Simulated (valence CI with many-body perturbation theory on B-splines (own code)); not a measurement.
# Level structure of Ge XVIII

Method: valence CI with perturbative core correlation (CI+MBPT): five valence electrons over a frozen Dirac-Fock core [Ne], radial functions for each j: 11 s, 11 p, 10 d, 8 f, 5 g, 2 h, with the one-electron correlation potential Σ1 (screened to all orders), the two-electron term Σ2, the three-electron term Σ3, Breit, model QED; selected single and double excitations, second order for the rest, scaled by the run's own slope (own B-spline code, finite nucleus).

No measured levels were compared; by estimate levels of excited configurations hold to 0.05 to 0.15 % of their energy, terms of the ground configuration to about 0.5 %. Among the levels kept, up to 3300 cm⁻¹ of a level comes from second order outside the variational space, and about a tenth of that is noise between levels of different J, which matters for small intervals.

Levels 136 to 172 of 172, with energies above the lowest level, 3s2 3p3 4S°_3/2. "Leading %" is the weight of the configuration and term that name the level; weights of strongly mixed levels are sums over their largest components and can fall short, so below about 35 % the name and the second component can differ from the true leading terms, or belong to a minority configuration. In the jj column 3d3/2^4 stands for four electrons in 3d with j = 3/2. Lifetimes count E1, E2, E3, M1 and M2 decay at the calculated energies, and are blank where another channel may lead or the interval is too uncertain; long ones can be off by a factor of two.

```csv
No.,Configuration,Term,J,E (cm⁻¹),Leading %,Leading jj,g,Lifetime
136,3s2 3p 3d2,2G°,9/2,1416000,61,3s^2 3p3/2 3d5/2^2 (59 %),1.113,8.91 ps
137,3s 3p3 3d,2D°,5/2,1423400,48,3s 3p1/2 3p3/2^2 3d5/2 (20 %),1.217,5.38 ps
138,3s2 3p 3d2,4D°,7/2,1426500,76,3s^2 3p3/2 3d3/2 3d5/2 (31 %),1.407,5.39 ps
139,3s 3p3 3d,2D°,3/2,1429700,40,3s 3p3/2^3 3d5/2 (22 %),0.917,4.98 ps
140,3s2 3p 3d2,4D°,5/2,1429800,54,3s^2 3p3/2 3d3/2 3d5/2 (31 %),1.317,5.79 ps
141,3s2 3p 3d2,4D°,3/2,1431600,65,3s^2 3p3/2 3d3/2 3d5/2 (32 %),1.129,4.96 ps
142,3s2 3p 3d2,4D°,1/2,1433800,51,3s^2 3p3/2 3d3/2^2 (45 %),0.522,5.05 ps
143,3s 3p3 3d,2S°,1/2,1436800,33,3s^2 3p3/2 3d3/2 3d5/2 (46 %),1.527,5.02 ps
144,3s2 3p 3d2,2P°,3/2,1466400,44,3s 3p1/2 3p3/2^2 3d3/2 (16 %),1.226,4.43 ps
145,3s2 3p 3d2,2F°,7/2,1468900,63,3s^2 3p3/2 3d3/2 3d5/2 (45 %),1.116,7.62 ps
146,3s2 3p 3d2,2P°,1/2,1470900,84,3s^2 3p1/2 3d5/2^2 (36 %),0.660,9.10 ps
147,3s2 3p 3d2,2F°,5/2,1472500,68,3s^2 3p3/2 3d3/2 3d5/2 (44 %),0.886,5.86 ps
148,3s2 3p 3d2,4S°,3/2,1476700,70,3s^2 3p3/2 3d3/2 3d5/2 (29 %),1.942,3.91 ps
149,3p4 3d,4D,5/2,1497600,57,3p1/2^2 3p3/2^2 3d3/2 (40 %),1.344,45.1 ps
150,3s2 3p 3d2,2D°,3/2,1497700,51,3s^2 3p3/2 3d3/2 3d5/2 (47 %),0.925,4.74 ps
151,3s2 3p 3d2,2P°,1/2,1498800,47,3s^2 3p3/2 3d5/2^2 (36 %),0.673,4.19 ps
152,3p4 3d,4D,3/2,1499300,52,3p1/2^2 3p3/2^2 3d3/2 (54 %),1.174,46.0 ps
153,3p4 3d,4D,7/2,1503100,63,3p1/2^2 3p3/2^2 3d5/2 (43 %),1.404,40.8 ps
154,3p4 3d,4D,1/2,1505700,50,3p1/2^2 3p3/2^2 3d3/2 (30 %),0.299,43.5 ps
155,3s2 3p 3d2,2G°,7/2,1506300,49,3s^2 3p3/2 3d3/2^2 (33 %),1.010,5.06 ps
156,3s2 3p 3d2,2D°,5/2,1506300,62,3s^2 3p3/2 3d5/2^2 (49 %),1.165,5.26 ps
157,3s2 3p 3d2,2P°,3/2,1511200,71,3s^2 3p3/2 3d5/2^2 (60 %),1.316,7.97 ps
158,3s2 3p 3d2,2G°,9/2,1516800,91,3s^2 3p3/2 3d3/2 3d5/2 (64 %),1.110,5.59 ps
159,3s 3p2 3d2,6G,3/2,1520900,94,3s 3p1/2^2 3d3/2^2 (31 %),0.032,1.24 ns
160,3s 3p2 3d2,6G,5/2,1526800,94,3s 3p1/2 3p3/2 3d3/2^2 (29 %),0.876,839 ps
161,3s2 3p 3d2,2F°,5/2,1530300,77,3s^2 3p3/2 3d3/2 3d5/2 (60 %),0.873,6.15 ps
162,3s2 3p 3d2,2F°,7/2,1534100,48,3s^2 3p3/2 3d5/2^2 (51 %),1.035,6.03 ps
163,3s 3p2 3d2,6G,7/2,1534900,92,3s 3p1/2 3p3/2 3d3/2 3d5/2 (35 %),1.156,639 ps
164,3p4 3d,4F,9/2,1539400,51,3p1/2^2 3p3/2^2 3d5/2 (66 %),1.282,43.5 ps
165,3p4 3d,2P,1/2,1540800,46,3p1/2 3p3/2^3 3d3/2 (43 %),0.672,46.1 ps
166,3s 3p2 3d2,6G,9/2,1545700,91,3s 3p1/2 3p3/2 3d3/2 3d5/2 (50 %),1.280,464 ps
167,3p4 3d,2D,3/2,1546700,33,3p1/2^2 3p3/2^2 3d5/2 (29 %),1.107,70.9 ps
168,3p4 3d,4P,1/2,1550300,41,3p1/2^2 3p3/2^2 3d5/2 (25 %),2.358,67.5 ps
169,3p4 3d,4F,7/2,1550800,31,3p1/2^2 3p3/2^2 3d3/2 (48 %),1.093,42.6 ps
170,3s2 3p 3d2,2D°,5/2,1554200,89,3s^2 3p3/2 3d3/2 3d5/2 (39 %),1.201,4.69 ps
171,3p4 3d,2P,3/2,1555400,16,3p1/2 3p3/2^3 3d3/2 (37 %),1.243,52.0 ps
172,3s2 3p 3d2,2D°,3/2,1556700,85,3s^2 3p3/2 3d3/2 3d5/2 (40 %),0.825,4.47 ps
```

Names give the largest LS component (configuration and term), which can be under half, so a name can repeat, a term be missing and a line seem to break the LS rules; names also repeat where a configuration has a term twice.

Where two levels of one J and parity lie close, their mixing, g and order are uncertain.
